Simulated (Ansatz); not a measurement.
C11H22N3Nb, SMILES `C[N]=[Nb]1234([N](C)C)([N](C)C)[C@@H]5[C@H]1[C@H]2[C@@]3(C)[C@@H]54`, relaxed with RKS PBE0-D4/def2-TZVP in Ansatz from a GFN2-xTB geometry. The force threshold is 0.005 eV/Å; the program also tests the step.

Charge 0, multiplicity 1. Nb takes the def2 core potential.

Start:

```xyz
37

C     2.784    0.535    1.568
N     1.554    0.367    0.904
Nb   -0.027    0.085    0.154
N    -0.506    1.981   -0.222
C    -1.664    2.295   -1.025
C     0.220    3.196    0.076
N     0.624   -0.538   -1.624
C    -0.296   -0.760   -2.715
C     1.979   -0.735   -2.092
C    -2.323   -0.205    1.267
C    -2.368   -1.074    0.168
C    -1.379   -2.061    0.347
C    -0.719   -1.815    1.572
C     0.275   -2.721    2.244
C    -1.301   -0.651    2.138
H     3.308   -0.428    1.662
H     3.436    1.228    1.017
H     2.627    0.942    2.578
H    -2.252    1.400   -1.241
H    -2.319    3.018   -0.511
H    -1.367    2.748   -1.986
H    -0.424    3.921    0.595
H     1.074    2.959    0.712
H     0.585    3.671   -0.848
H    -0.118   -0.044   -3.534
H    -1.333   -0.649   -2.389
H    -0.176   -1.773   -3.134
H     2.673   -0.577   -1.266
H     2.221   -0.027   -2.900
H     2.114   -1.753   -2.487
H    -3.017    0.601    1.473
H    -3.109   -1.058   -0.622
H    -1.236   -2.937   -0.277
H     0.934   -2.148    2.899
H    -0.243   -3.469    2.850
H     0.885   -3.243    1.506
H    -1.116   -0.280    3.141
```

Problem. By how much does the energy fall, and how many steps does the optimiser take? (Estimate.)

Solution. Computed: 4.94 kcal/mol, in 23 steps, 1 of them rejected.

Problem. Which bonds change most? (Best estimate.)

Solution. The calculation gave: Nb3–C11 from 2.612 to 2.535 Å; Nb3–C10 from 2.568 to 2.500 Å; Nb3–C12 from 2.544 to 2.515 Å; Nb3–C13 from 2.470 to 2.493 Å.

Problem. Give the relaxed structure. (An estimate is asked.)

Solution. Computed: 
```xyz
37

C     2.563    0.439    1.863
N     1.525    0.428    0.900
Nb    0.001    0.176    0.052
N    -0.560    2.060   -0.353
C    -1.772    2.354   -1.070
C     0.115    3.268    0.045
N     0.611   -0.612   -1.689
C    -0.322   -0.957   -2.729
C     1.959   -0.947   -2.065
C    -2.116   -0.034    1.364
C    -2.305   -0.861    0.237
C    -1.370   -1.915    0.316
C    -0.609   -1.762    1.496
C     0.445   -2.693    1.994
C    -1.076   -0.588    2.139
H     3.390   -0.218    1.566
H     2.975    1.449    1.986
H     2.212    0.108    2.850
H    -2.276    1.442   -1.400
H    -2.487    2.926   -0.457
H    -1.567    2.953   -1.971
H    -0.512    3.883    0.712
H     1.042    3.034    0.564
H     0.358    3.893   -0.829
H    -0.087   -0.432   -3.667
H    -1.346   -0.684   -2.458
H    -0.315   -2.037   -2.951
H     2.656   -0.659   -1.280
H     2.254   -0.432   -2.992
H     2.073   -2.028   -2.251
H    -2.657    0.874    1.585
H    -3.032   -0.712   -0.548
H    -1.243   -2.707   -0.409
H     1.180   -2.171    2.609
H     0.003   -3.485    2.606
H     0.976   -3.170    1.169
H    -0.687   -0.184    3.063
```
